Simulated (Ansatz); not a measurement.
`C[SiH2]C#N` + `F[Si]1(S)CC1` → `C[SiH](S)C#N` + `F[SiH]1CC1`  (redistribution)

Calculated with Ansatz (gas phase, PBE0-D4/def2-TZVP geometries, no zero-point term in ΔE). CCSD(T)/CBS adds triple-zeta CCSD(T) − MP2 to the extrapolated MP2 energy (def2 sets, frozen cores). Functionals use def2-TZVPP. Each species was taken in one conformer, which may not be the lowest.

`C[SiH2]C#N`:

Cartesian coordinates in Å:
```
C -0.927 0.167 0.836
Si 0.238 0.397 -0.594
C 1.430 -1.024 -0.629
N 2.159 -1.916 -0.631
H -0.380 0.139 1.780
H -1.486 -0.765 0.733
H -1.641 0.994 0.876
H 1.062 1.622 -0.468
H -0.455 0.385 -1.903
```

`F[Si]1(S)CC1`:

Cartesian coordinates in Å:
```
F 0.165 1.977 0.991
Si -0.086 0.444 0.633
S -0.575 -0.694 2.334
C -0.812 0.010 -0.972
C 0.749 -0.235 -0.830
H 0.633 -0.552 2.909
H -1.086 0.797 -1.668
H -1.420 -0.881 -1.094
H 1.369 0.408 -1.448
H 1.065 -1.273 -0.856
```

`C[SiH](S)C#N`:

```xyz
10

C    -1.102    0.212   -1.005
Si   -0.015   -0.109    0.461
S     0.813   -2.058    0.275
C     1.353    1.146    0.474
N     2.200    1.927    0.486
H    -1.936   -0.492   -1.020
H    -1.503    1.227   -0.962
H    -0.537    0.105   -1.934
H    -0.707    0.066    1.758
H     1.435   -2.023    1.466
```

`F[SiH]1CC1`:

```xyz
9

F    -1.018    1.384    1.594
Si   -0.055    0.239    1.039
C     0.630    0.377   -0.642
C    -0.524   -0.681   -0.460
H     0.678   -0.365    2.165
H     0.373    1.231   -1.261
H     1.612   -0.022   -0.877
H    -1.450   -0.440   -0.973
H    -0.244   -1.723   -0.584
```

```
          level  ΔE (kcal/mol)  difference from CCSD(T)/CBS
         PBE-D4            0.9                          0.4
      r2SCAN-D4            0.8                          0.3
        PBE0-D4            0.7                          0.2
        ωB97X-V            0.6                          0.1
  HF/def2-TZVPP            0.4                         -0.1
 MP2/def2-TZVPP            0.4                         -0.1
CCSD/def2-TZVPP            0.7                          0.2
 MP2/def2-QZVPP            0.2                         -0.3
   HF/CBS(def2)            0.4                         -0.1
 CCSD/CBS(def2)            0.4                         -0.1
    CCSD(T)/CBS            0.5                            0
```

Largest T1 diagnostic among the species: 0.012.
